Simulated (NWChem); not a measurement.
Species: C$_{4}$H$_{5}$N; SMILES C#C/C=N/C

```xyz
10

C     -0.1668     2.6048     0.0000
C      0.0653     1.4145     0.0000
C      0.4139     0.0246     0.0000
N     -0.4597    -0.8971     0.0000
C     -0.0053    -2.2544     0.0000
H     -0.3921     3.6557     0.0000
H      1.5029    -0.1932     0.0000
H     -0.4166    -2.7756    -0.8803
H      1.0975    -2.3687     0.0000
H     -0.4166    -2.7756     0.8803
```
Atoms are numbered in this order, from 1.

The geometry was optimised at PBE0/def2-SVP.

Symmetry labels are those of Cs in the frame above (b1 and b2, or b-type labels, depend on it).

Question: List the 6 lowest vertical singlet excitations from CAM-B3LYP/6-31G* (spherical d), TDA (NWChem).

Answer: 
```
state  energy (eV)  oscillator strength  symmetry  leading excitation (squared amplitude)
-----  -----------  -------------------  --------  --------------------------------------
S1            4.76                0.004        a"                    HOMO−1 → LUMO (0.97)
S2            5.40                0.000        a"                    HOMO−2 → LUMO (0.96)
S3            6.05                0.235        a'                      HOMO → LUMO (0.68)
S4            6.67                0.000        a"                    HOMO → LUMO+1 (0.90)
S5            8.02                0.146        a'                  HOMO−1 → LUMO+1 (0.79)
S6            8.45                0.607        a'                    HOMO−3 → LUMO (0.46)
```
